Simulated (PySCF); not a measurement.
# Computed structure and properties of NdOCl

System: NdOCl (singlet in the valence; each metal's 4f electrons, 3 of them, lie in its core potential, out of spins and levels); start: template (Cs). Method: PySCF 2.14.0, RKS PBE0, Nd lcecp-1-SVP with ECP49, O def2-SVP, Cl def2-SVP; non-relativistic Hamiltonian with scalar-relativistic core potentials where named; density fitting; no spin-orbit coupling.

Input of the relaxation:

```python
mol = gto.M(atom='''
Nd     0.30234     0.00000    -0.26177
O      2.00614     0.00000     0.50073
Cl    -2.14456     0.00000     0.83323''',
    basis={'Nd': 'lcecp-1-SVP', 'O': 'def2-SVP', 'Cl': 'def2-SVP'},
    ecp={'Nd': 'lcecp-1-SVP'},
    charge=0, spin=0)
mf = dft.RKS(mol, xc='PBE0')
mf.grids.atom_grid = (50, 194)  # f atoms: unpruned, at least (60, 302)
mf = mf.density_fit()  # fitting sets: Nd AutoAux, O def2-universal-JKFIT, Cl def2-universal-JKFIT
mf.conv_tol = 1e-08; mf.max_cycle = 55
mf.kernel(dm0)  # dm0: converged density of the start geometry
# quasi-Newton relaxation in Cartesian coordinates to a largest gradient under 0.00045 Eh/bohr, steps kept in the point group
```

Run from Python with OMP_NUM_THREADS=2; the lines above give its settings. Where DIIS fails, smearing, a level shift and second-order steps follow.
It took 8.4 s on 2 threads of Arm Neoverse V2, on a shared host, from the converged density of the start.

Course of the relaxation:

| step | energy above end (eV) | largest force component within the symmetry (eV/Å) |
| --- | --- | --- |
| 0 | 0.1258 | 0.654 |
| 1 | 0.0759 | 0.402 |
| 2 | 0.0069 | 0.441 |
| 3 | 0.0011 | 0.237 |
| 4 | 0.0001 | 0.052 |
| 5 | 0.0000 | 0.012 |
| 6 | 0.0000 | 0.002 |

Relaxed geometry (Cs):

```xyz
3

Nd    0.2913    0.0000   -0.4429
O     1.7959    0.0000    0.6266
Cl   -1.9233    0.0000    0.8885
```

```csv
contact,Å
Nd1–O2 (O),1.846
Nd1–Cl3 (Cl),2.584
```

On the finer grid (75, 302):

The HOMO is -7.06 eV. The LUMO is -2.20 eV. The dipole about the centre of mass is 7.49 D, the set of Mulliken populations of Nd1 outside the core potential is s 2.13, p 6.19, d 1.78, f 0.10 and the D3(BJ) dispersion energy (not in the energies) is -0.050 eV.

```tsv
atom	Mulliken (e)	Löwdin (e)	spin (e)
Nd1	0.79	0.47	0.00
O2	-0.39	-0.35	0.00
Cl3	-0.40	-0.12	0.00
```

The 4f levels lie in the core potential and are missing. Their spin isn't counted.

On the grid (50, 194), as all that follows. Harmonic modes: a minimum; lowest 138 cm⁻¹ (negative: unstable), highest 840 cm⁻¹, zero-point energy 0.080 eV.

Rigid scan of O along the line from its metal:

```tsv
distance to O2 (Å)	energy (eV)
1.55	2.655
1.65	1.010
1.75	0.217
1.85	0.000
1.95	0.163
2.05	0.570
2.15	1.126
2.30	2.099
```

Taking off one Cl (charge -1, singlet; the rest: singlet) in vacuum, both parts rigid, costs 8.11 eV; the small basis without counterpoise inflates it. Most of it is the attraction of opposite charges; other ways to part are cheaper, and one spin state was tried for the rest.

Rigid scan of Cl along the line from its metal:

```csv
distance to Cl3 (Å),energy (eV)
2.28,0.674
2.38,0.263
2.48,0.058
2.58,0.000
2.68,0.045
2.78,0.160
2.98,0.513
3.28,1.162
3.68,2.007
4.18,2.878
```

One start shape was tried, so this needn't be the lowest isomer.

An lcecp potential fixes the number of 4f electrons, so in runs with it no electron can move into or out of that shell.
